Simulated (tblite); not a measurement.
Species: C3H11AsNSi (doublet state).
Atom-mapped SMILES: `[CH3:1][N:2]([CH3:3])[CH2:4][SiH:5][AsH2:6]` (hydrogens: H7, H8, H9 on C1; H10, H11, H12 on C3; H13, H14 on C4; H15 on Si5; H16, H17 on As6)

Computed with GFN2-xTB (tblite), gas phase: L-BFGS steps from a force-field or distance-geometry start until the largest atomic force falls under 0.01 eV/Å.

Step 0: E = -514.9699 eV
```
atom  x, y, z in Å  |  force x, y, z in eV/Å
C1     -0.4744    1.1465    0.5076   -0.486   1.463  -0.380
N2     -0.6319    0.0062   -0.3492    0.240  -0.081   0.014
C3     -2.0136   -0.1272   -0.7097   -0.621   0.359   0.062
C4     -0.0750   -1.2064    0.1752   -1.965  -1.636  -0.444
Si5     1.7173   -1.2242    0.5520    1.284   0.397  -0.988
As6     2.9710    0.4059   -0.4137    2.602  -0.309   1.098
H7     -0.2034    0.9100    1.5344    0.354  -0.008   0.015
H8     -1.4547    1.6820    0.5591    0.710  -0.145   0.176
H9      0.2265    1.8552   -0.0002   -0.166  -0.343   0.767
H10    -2.6574   -0.2675    0.2135    0.279  -0.282  -0.854
H11    -2.1109   -0.9459   -1.4370   -0.281   0.281   0.363
H12    -2.3189    0.8425   -1.1627   -0.002  -0.766  -0.036
H13    -0.2269   -1.9681   -0.6357   -0.060   0.365   0.451
H14    -0.6367   -1.6382    1.0447   -0.128   0.373  -0.212
H15     2.0962   -1.6331    1.8782    0.077   0.096   0.545
H16     3.0800    0.3542   -1.9328   -1.128   0.488   0.404
H17     2.7057    1.8201    0.1663   -0.710  -0.252  -0.981
```

Task: Estimate the geometry and energy of step 1. (The exact step hangs on the optimiser's Hessian estimate; all steps are aligned on step 0, rigid shifts and turns removed.)

Result: E = -515.2792 eV, largest force 2.657 eV/Å
```
atom  x, y, z in Å  |  force x, y, z in eV/Å
C1     -0.4814    1.1674    0.5022    0.008   0.190   0.143
N2     -0.6285    0.0051   -0.3490   -0.153   0.064  -0.042
C3     -2.0224   -0.1221   -0.7088   -0.087   0.072  -0.026
C4     -0.1030   -1.2297    0.1689   -0.352  -0.535   0.053
Si5     1.7357   -1.2185    0.5379    0.316   0.124  -0.741
As6     3.0082    0.4015   -0.3980    2.509  -0.111   0.868
H7     -0.1983    0.9099    1.5346    0.234   0.135  -0.268
H8     -1.4445    1.6800    0.5616    0.153   0.171   0.151
H9      0.2241    1.8503    0.0108    0.090  -0.002   0.478
H10    -2.6534   -0.2716    0.2013    0.080  -0.264  -0.544
H11    -2.1149   -0.9419   -1.4318   -0.291   0.218   0.281
H12    -2.3190    0.8315   -1.1632   -0.133  -0.376  -0.173
H13    -0.2277   -1.9629   -0.6292   -0.279  -0.158  -0.079
H14    -0.6385   -1.6328    1.0417   -0.371   0.141   0.085
H15     2.0973   -1.6317    1.8859    0.009   0.177   0.242
H16     3.0639    0.3612   -1.9270   -1.067   0.438   0.497
H17     2.6955    1.8165    0.1523   -0.668  -0.283  -0.924
```

The energy changes by -0.3093 eV. The first-order estimate −F·Δx gives -0.3990 eV and the mean of the old and new forces, exact on a quadratic surface, -0.3093 eV. The step makes an angle of 0° with the force vector and moves no atom by more than 0.041 Å.

Hardware: one thread, Arm Neoverse V2 (aarch64), no GPU, shared host with 96 logical CPUs at a one-minute load of 57.
